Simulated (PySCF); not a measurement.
Static polarisabilities and like-pair C6 coefficients by linear response at B3LYP/def2-SVPD (PySCF, frozen core in the response, non-relativistic, gas phase), PBE0-D3(BJ)/def2-SVP geometries, one conformer each; atomic units unless stated.

```csv
label,species,α,C6
P,`CC#CB1OCCO1`,80.4,2565
Q,`C#CB(O)OC1CC1`,78.2,2497
R,`N#CCC1=CC=CC=C1F`,94.4,3505
S,`C=CC1=[O+][BH2-]OC=C1`,88.9,2722
T,`CC1=CC/1=C/B(O)O`,83.1,2628
U,`C#C/C(C)=C/B(O)O`,87.7,2755
```

Task: Estimate the unlike-pair coefficients by the rule C6(AB) = 2·C6(AA)·C6(BB) / [C6(AA)·αB/αA + C6(BB)·αA/αB], and compare with the geometric mean, for PQ, PR, PS, PT, PU, QR, QT and QU.

Result: 
| pair | combination rule | geometric mean | ratio |
| --- | --- | --- | --- |
| PQ | 2531 | 2531 | 1.000 |
| PR | 2998 | 2999 | 1.000 |
| PS | 2636 | 2643 | 0.997 |
| PT | 2595 | 2596 | 1.000 |
| PU | 2655 | 2658 | 0.999 |
| QR | 2958 | 2959 | 1.000 |
| QT | 2560 | 2562 | 0.999 |
| QU | 2617 | 2623 | 0.998 |

The rule is exact for one-pole polarisabilities and never exceeds the geometric mean; the two meet where both partners have the same effective excitation energy. These unlike-pair values are estimates, not computed integrals.
